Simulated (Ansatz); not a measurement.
Worked example: AuH + C2H4S → AuSH + C2H4

Species: AuH, singlet; C2H4S `C=CS`, singlet; AuSH `[SH][Au]`, singlet; C2H4 (ethylene) `C=C`, singlet. The partners trade H for SH: Au–H and C–SH bonds give way to Au–SH and C–H.

Shapes, held fixed at every level: PBE0-D4/def2-TZVP. Flexible molecules stand in one conformer, not always the lowest. Programs: Ansatz 0.2.0. Electronic energies: no zero-point or thermal term.

At CCSD(T)/def2-TZVPP; 1 Eh = 2625.50 kJ/mol:

```
species  energy (Eh)
    AuH  -135.969692
  C2H4S  -476.174603
   AuSH  -533.729532
   C2H4   -78.439959
```

Work out ΔE of the reaction at this level.


1. Products less reactants: (-533.729532) + (-78.439959) − [(-135.969692) + (-476.174603)] = -0.025196 Eh = -66.2 kJ/mol.

Other levels give -72.2 (wB97M-V/def2-TZVPP) to -63.8 kJ/mol (PBE0-D4/def2-TZVPP). No measured value is set beside it here. For atoms past krypton def2 sets carry core potentials with scalar relativity. Outer-core shells of Au are correlated, in sets that cover them unevenly.
